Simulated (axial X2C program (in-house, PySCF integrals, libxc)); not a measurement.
**Low determinants of SrO at the PBE0 level, 2c**

All values were computed with an in-house all-electron X2C program for linear molecules (integrals from PySCF). Two-component (2c) means X2C with spin–orbit coupling and atomic mean-field two-electron Coulomb and Gaunt terms. Basis: Sr dyall-cv3z [13s12p8d5f1g], O dyall-av3z [7s6p3d2f] (cores contracted in-house); Gaussian nuclei, density fitting, unrestricted open shells. Masses: Sr 87.906 u, O 15.995 u.

Search at 1.896 Å (vertical energies from the lowest determinant):

| ΔE (eV) | state | electrons beyond evenly filled partner blocks | electrons in ±ω = 1/2, 3/2, 5/2, 7/2 |
| --- | --- | --- | --- |
| 0.00 | Ω = 0 | none | 32 12 2 0 |
| 1.26 | Ω = 1 | 2 × ω = 1/2 | 32 12 2 0 |
| 1.85 | Ω = 2 | ω = 1/2, ω = 3/2 | 33 11 2 0 |
| 1.86 | Ω = 1 | ω = -1/2, ω = 3/2 | 33 11 2 0 |
| 3.00 | Ω = 2 | ω = 1/2, ω = 3/2 | 31 13 2 0 |
| 3.01 | Ω = 1 | ω = -1/2, ω = 3/2 | 31 13 2 0 |
| 3.58 | Ω = 3 | 2 × ω = 3/2 | 32 12 2 0 |

Lowest determinant, Ω = 0 (closed shell): Re = 1.894 Å, ωe = 705.2 cm⁻¹.

The determinant in row 2 of the search, Ω = 1 (⟨Sz⟩ = 1.00, ⟨Lz⟩ = 0.00 at PBE0), was followed along the bond at PBE0; measured from the minimum of the lowest determinant it gives:

Te = 1.040 eV (8389 cm⁻¹), Re = 2.060 Å, ωe = 512.2 cm⁻¹.

(1) Compare the bond of the determinant in row 2 with that of the lowest one.

The search compares states at one distance, so a state with another bond length can lie lower; it is not exhaustive and yields mostly the lowest determinant of each block pattern, so other components and higher states of one pattern are missing. These are energies of single determinants, not of spin-adapted states; PBE0 term energies can be off by some tenths of an eV, and the functional has no current term. Open-shell Ω = 0 determinants with evenly filled partner blocks cannot be reached by this program, so the Ω shown need not be the lowest component.

Results:

(1) At PBE0 its Re is 0.166 Å longer and its force constant, which goes as ωe², is 0.53 times that of the lowest determinant. T0 ≈ Te + Δωe/2 = 8389 + (-96) = 8293 cm⁻¹.
